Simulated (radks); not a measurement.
Pd IV, 43 electrons, occupied as [Ar] 3d10 4s1 4p6 4d8 (not the ground configuration). All-electron calculation, scalar-relativistic Kohn-Sham, r2SCAN, spin-polarised, spherical densities, finite nucleus; open shells are filled with parallel spins first (spin-orbit coupling, left out, can overturn this in heavy ions); meta-GGA in the generalised Kohn-Sham scheme; Fermi nuclear charge, rms radius 4.5318 fm. Program: a radial shooting solver on a logarithmic mesh with Libxc functionals.

Normalised radial functions P(r) = r R(r), r in bohr:

```
   r/bohr * 3d down, o 4p down, + 4d down (the largest magnitude, 1.7, reaches the edge; | marks zero, & curves that meet)
 0.001611                             &
 0.001845                             &
 0.002097                             &
 0.002403                             &
 0.002731                             &
 0.003129                             &
 0.003556                             &
 0.004074                             &
  0.00463                             &
 0.005305                             &
 0.006029                             &
 0.006908                             &
 0.007851                             &
 0.008995                             &o
  0.01022                             &o
  0.01171                             &o
  0.01331                             &o
  0.01525                             &o
  0.01733                             & o
  0.01986                             & o
  0.02257                             & o
  0.02586                             &  o
  0.02939                             +* o
  0.03367                             +*  o
  0.03827                             +*  o
  0.04384                             |+*  o
  0.04983                             |+*   o
  0.05709                             |+ *  o
  0.06489                             | + * o
  0.07434                             | +   &
  0.08449                             |  +  o*
   0.0968                             |  + o    *
     0.11                             |   &       *
    0.126                             | o  +        *
   0.1433                             o     +          *
   0.1641                          o  |      +            *
   0.1865                        o    |      +               *
   0.2137                      o      |       +                *
   0.2429                    o        |       +                 *
   0.2783                   o         |      +                   *
   0.3163                    o        |     +                    *
   0.3624                      o      |   +                    *
   0.4118                          o  | +                    *
   0.4718                            +|o                 *
   0.5363                         +   |     o         *
   0.6144                     +       |          o*
   0.6983                  +          |       *      o
      0.8                +            |     *          o
   0.9093               +             |  *              o
    1.042              +              | *              o
    1.184              +              |*             o
    1.356               +             *           o
    1.542                 +           *        o
    1.766                   +         *     o
    2.007                     +       *   o
      2.3                       +     * o
    2.614                         +   *o
    2.995                           + &
    3.404                            +&
      3.9                            +&
    4.432                             &
```

3d down: eigenvalue -373.71 eV, 0 radial nodes, <r> = 0.357 bohr, 90 % of the charge inside 0.565 bohr. 4p down: eigenvalue -92.747 eV, 2 radial nodes at r = 0.143, 0.456 bohr, <r> = 1.02 bohr, 90 % of the charge inside 1.51 bohr. 4d down: eigenvalue -41.386 eV, 1 radial node at r = 0.445 bohr, <r> = 1.30 bohr, 90 % of the charge inside 2.01 bohr.
